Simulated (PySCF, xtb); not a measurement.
C₃H₈O₂Si, SMILES O[C@H]1CO[SiH2]C1.

xtb with GFN2-xTB at its own geometry gives an orbital gap of 5.73 eV and a dipole moment of 2.42 D.

The structure is a stationary point at PBE0-D3(BJ)/def2-SVP. The structure was generated by enumeration; whether it is a known compound was not checked. Other conformers were not sampled.

Task: What does PBE/def2-TZVP (PySCF) give? (The exact figures need the calculation; the answer reports its results.)

Result: gap 5.87 eV (levels -6.29 and -0.42 eV), dipole 2.79 D.
